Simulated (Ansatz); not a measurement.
Input (CCSDT(Q)/cc-pVDZ; Ansatz, an electronic-structure program):

Ansatz 0.2 input:
```yaml
crystal:
  periodic: [false, false, false]
  atoms:
    - {symbol: Ge, position_ang: [0.16610334, 0.24434387, 0.09222433]}
    - {symbol: F, position_ang: [0.70531659, -1.29948488, -0.51372175]}
    - {symbol: O, position_ang: [-1.61794537, 0.27839783, 0.13152357]}
    - {symbol: H, position_ang: [0.62222226, 1.30058622, -0.91868253]}
    - {symbol: H, position_ang: [0.65818452, 0.34859113, 1.53881123]}
basis:
  gaussian:
    orbitals: cc-pVDZ
magnetization: {spin_polarized: true, initial_magnetization: 1}
correlation: {method: ccsdt_q, electrons: outside_noble_gas}
```

Output:

```
Functional definition: HF
integrals: 0.09 GiB planned
1221 factors; integrals over basis functions are off by at most 1.6e-7 eV
mean field: 0.40 GiB planned
mean field evaluation 1: about -61239.0684 eV, gradient 3.3e1 eV
mean field evaluation 2: about -61239.0969 eV, gradient 3.3e1 eV
mean field evaluation 4: about -61246.8183 eV, gradient 6.5e0 eV
mean field evaluation 8: about -61247.5177 eV, gradient 4.9e-1 eV
mean field evaluation 16: about -61247.5231 eV, gradient 2.0e-6 eV
mean field evaluation 32: about -61247.3585 eV, gradient 1.7e-2 eV
mean field evaluation 64: about -61247.3539 eV, gradient 4.1e-1 eV
mean field evaluation 96: about -61247.3581 eV, gradient 9.9e-2 eV
mean field evaluation 128: about -61247.3585 eV, gradient 3.1e-2 eV
mean field evaluation 160: about -61242.0548 eV, gradient 1.0e1 eV
mean field -61247.52308335 eV, -2250.8049582510 hartree, gradient 2.0e-6 eV, S^2 0.756723; 7 other end points of the search recorded, 0 dependent functions left out
determinant -61247.52308335 eV, -2250.8049582510 hartree, with singles and doubles -61259.80856588 eV, -2251.2564414066 hartree
determinant -61247.35852413 eV, -2250.7989108112 hartree, with singles and doubles -61259.60299235 eV, -2251.2488867184 hartree
determinant -61247.52308335 eV, -2250.8049582510 hartree, with singles and doubles -61259.81186352 eV, -2251.2565625925 hartree
determinant -61247.35852413 eV, -2250.7989108112 hartree, with singles and doubles -61259.60474475 eV, -2251.2489511181 hartree
16 core orbitals not correlated
reference -61247.52308335 eV, -2250.8049582510 hartree; 10, 9 occupied and 39, 40 virtual orbitals, 1221 factors
second order -11.52973894 eV of doubles, -0.00000000 eV of singles
coupled cluster: 1.79 GiB planned
cycle   1  -11.88283383 eV  change   -3.5e-1 eV  update   9.6e-2
cycle   2  -12.27270211 eV  change   -3.9e-1 eV  update   4.7e-2
cycle   3  -12.52546444 eV  change   -2.5e-1 eV  update   2.4e-2
cycle   4  -12.53291185 eV  change   -7.4e-3 eV  update   1.0e-2
cycle   5  -12.52322627 eV  change    9.7e-3 eV  update   6.5e-3
cycle   6  -12.52956665 eV  change   -6.3e-3 eV  update   3.9e-3
cycle   7  -12.53459465 eV  change   -5.0e-3 eV  update   2.2e-3
cycle   8  -12.53407370 eV  change    5.2e-4 eV  update   1.1e-3
cycle   9  -12.53370641 eV  change    3.7e-4 eV  update   5.2e-4
cycle  10  -12.53433410 eV  change   -6.3e-4 eV  update   3.3e-4
cycle  11  -12.53394993 eV  change    3.8e-4 eV  update   1.8e-4
cycle  12  -12.53399663 eV  change   -4.7e-5 eV  update   1.2e-4
cycle  13  -12.53406721 eV  change   -7.1e-5 eV  update   6.4e-5
cycle  14  -12.53403546 eV  change    3.2e-5 eV  update   3.0e-5
cycle  15  -12.53402353 eV  change    1.2e-5 eV  update   1.7e-5
cycle  16  -12.53403675 eV  change   -1.3e-5 eV  update   9.8e-6
cycle  17  -12.53404027 eV  change   -3.5e-6 eV  update   4.4e-6
cycle  18  -12.53404018 eV  change    9.1e-8 eV  update   2.9e-6
cycle  19  -12.53404117 eV  change   -9.9e-7 eV  update   1.7e-6
perturbative correction -0.02882307 eV, -0.0010592281 hartree
Total energy: -61260.08594759 eV, -2251.2666349962 hartree
```
